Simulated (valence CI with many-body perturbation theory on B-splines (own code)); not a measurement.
# I XXXVIII: fill in the table

Calculated by configuration interaction combined with many-body perturbation theory (CI+MBPT): six valence electrons over a frozen Dirac-Fock core [Ne], a basis of 9 s, 9 p, 8 d, 6 f, 3 g, 1 h functions for each j, with the one-electron correlation potential Σ1, the two-electron term Σ2, the three-electron term Σ3, Breit, model QED; selected CI, second order for the rest, scaled by the run's own slope (own B-spline code, finite nucleus).

No measured spectrum was set against this ion. As an estimate, large intervals hold to a few tenths of a per cent, small ones and those within an open d or f shell to about a per cent. Among the levels kept, up to 1500 cm⁻¹ of a level comes from second order outside the variational space, and about a tenth of that is noise between levels of different J, which matters for small intervals.

| Level | E (cm⁻¹) |
| --- | --- |
| (3s^2 3p1/2^2 3p3/2^2) J=2 | 0 |
| (3s^2 3p1/2^2 3p3/2^2) J=0 | ? |
| (3s^2 3p1/2 3p3/2^3) J=1 | 557580 |
| (3s^2 3p1/2 3p3/2^3) J=2 | 612230 |
| (3s^2 3p3/2^4) J=0 | 1210300 |
| (3s^2 3p1/2^2 3p3/2 3d3/2) J=2 | 1217600 |
| (3s^2 3p1/2^2 3p3/2 3d3/2) J=1 | 1241900 |
| (3s^2 3p1/2^2 3p3/2 3d3/2) J=3 | ? |
| (3s^2 3p1/2^2 3p3/2 3d3/2) J=0 | 1258100 |
| (3s^2 3p1/2^2 3p3/2 3d5/2) J=2 | 1326400 |
| (3s^2 3p1/2^2 3p3/2 3d5/2) J=4 | ? |
| (3s^2 3p1/2^2 3p3/2 3d5/2) J=3 | 1498300 |
| (3s^2 3p1/2^2 3p3/2 3d5/2) J=1 [a] | 1512500 |
| (3s 3p1/2^2 3p3/2^3) J=2 | 1513600 |
| (3s^2 3p1/2^2 3p3/2 3d5/2) J=1 [b] | 1610100 |
| (3s^2 3p1/2 3p3/2^2 3d3/2) J=0 | ? |
| (3s^2 3p1/2 3p3/2^2 3d3/2) J=2 [a] | 1737000 |
| (3s^2 3p1/2 3p3/2^2 3d3/2) J=1 [a] | 1742700 |
| (3s^2 3p1/2 3p3/2^2 3d3/2) J=3 [a] | ? |
| (3s^2 3p1/2 3p3/2^2 3d3/2) J=4 | ? |

Levels are named by their leading jj configuration (3d3/2^4 stands for four electrons in 3d with j = 3/2), which in mixed levels can hold well under half, so a name can repeat and another be missing. Letters in brackets count levels of one name in rising energy.

(1) The levels stand in rising order. What does the calculation give for the missing energies?

Answers

(1) (3s^2 3p1/2^2 3p3/2^2) J=0 99478; (3s^2 3p1/2^2 3p3/2 3d3/2) J=3 1258000; (3s^2 3p1/2^2 3p3/2 3d5/2) J=4 1372500; (3s^2 3p1/2 3p3/2^2 3d3/2) J=0 1735700; (3s^2 3p1/2 3p3/2^2 3d3/2) J=3 [a] 1774400; (3s^2 3p1/2 3p3/2^2 3d3/2) J=4 1828900.
